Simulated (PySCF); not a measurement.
**ECD: `N#C[C@H]1C[C@H]1[GeH2][Br]`, C4H6BrGeN**

Cartesian coordinates in Å; atom numbers follow the order of the lines, from 1:
```xyz
13

N    -0.2621    2.6071    0.8712
C    -0.7386    1.5857    0.6678
C    -1.2543    0.2885    0.4125
C    -1.0633   -0.2820   -0.9630
C    -0.2337   -0.8067    0.1652
Ge    1.6962   -0.3939    0.2899
Br    2.4334    0.1951   -1.7772
H    -2.1585    0.0481    0.9601
H    -0.5895    0.3483   -1.7059
H    -1.8530   -0.9037   -1.3600
H    -0.5052   -1.7848    0.5472
H     2.0574    0.7402    1.2091
H     2.4669   -1.6415    0.6654
```

Theory: TDDFT B3LYP/def2-SVPD circular dichroism and optical rotation, one conformer, gas phase (PySCF). Geometry: GFN2-xTB.

The molecule is flexible and this is one conformer; a measurement averages over conformers. The calculation is non-relativistic, which matters for the atoms heavier than Zn.

Problem. Assign R or S to each stereocentre.

Solution. C3 R, C5 R.

Problem. List the lowest 16 singlet excitations with oscillator and rotatory strengths.

Solution. Rotatory strengths R in 10⁻⁴⁰ esu² cm², velocity form and length form (origin at the centre of mass); f in length form.
| state | E (eV) | λ (nm) | f | R (velocity) | R (length) | main |
| --- | --- | --- | --- | --- | --- | --- |
| 1 | 6.05 | 205 | 0.013 | +3.6 | +3.4 | HOMO→LUMO 0.99 |
| 2 | 6.16 | 201 | 0.023 | +3.3 | +3.6 | HOMO−1→LUMO 0.98 |
| 3 | 6.78 | 183 | 0.003 | -0.6 | -0.6 | HOMO−2→LUMO 0.75, HOMO−2→LUMO+1 0.13 |
| 4 | 7.02 | 177 | 0.002 | -2.7 | -2.6 | HOMO→LUMO+1 0.54, HOMO−1→LUMO+1 0.27 |
| 5 | 7.06 | 176 | 0.007 | -1.0 | -0.8 | HOMO→LUMO+1 0.43, HOMO−1→LUMO+1 0.38 |
| 6 | 7.19 | 172 | 0.0007 | -4.1 | -4.6 | HOMO→LUMO+2 0.86, HOMO→LUMO+3 0.10 |
| 7 | 7.23 | 172 | 0.003 | -8.7 | -8.8 | HOMO−2→LUMO+1 0.48, HOMO−1→LUMO+1 0.25 |
| 8 | 7.29 | 170 | 0.001 | -0.8 | -1.2 | HOMO−3→LUMO 0.50, HOMO−1→LUMO+2 0.32 |
| 9 | 7.35 | 169 | 0.016 | -62.5 | -62.0 | HOMO−1→LUMO+2 0.46, HOMO−3→LUMO 0.28 |
| 10 | 7.44 | 167 | 0.003 | -16.6 | -16.6 | HOMO→LUMO+3 0.64, HOMO−1→LUMO+3 0.19 |
| 11 | 7.47 | 166 | 0.029 | -17.0 | -16.4 | HOMO−1→LUMO+3 0.56, HOMO→LUMO+3 0.18 |
| 12 | 7.59 | 163 | 0.020 | -22.6 | -22.6 | HOMO−3→LUMO+1 0.31, HOMO−2→LUMO+2 0.25 |
| 13 | 7.74 | 160 | 0.008 | +22.2 | +22.4 | HOMO→LUMO+4 0.72, HOMO→LUMO+5 0.12 |
| 14 | 7.76 | 160 | 0.003 | +2.1 | +1.7 | HOMO−4→LUMO 0.22, HOMO−3→LUMO+2 0.19 |
| 15 | 7.82 | 159 | 0.010 | -18.7 | -18.2 | HOMO−1→LUMO+4 0.56, HOMO−4→LUMO 0.15 |
| 16 | 7.91 | 157 | 0.053 | -4.4 | -3.3 | HOMO−2→LUMO+2 0.40, HOMO−2→LUMO+3 0.23 |

Among the states computed, the strongest CD band (largest |R|) is state 9. The largest dissymmetry factor in size, g = 4R/(D+G), with D and G the electric and magnetic dipole strengths, is -0.088 for state 6 (velocity form, f = 0.0005), among bands with |R| over 0.5. The mirror image has the same energies and oscillator strengths and all R with the opposite sign.
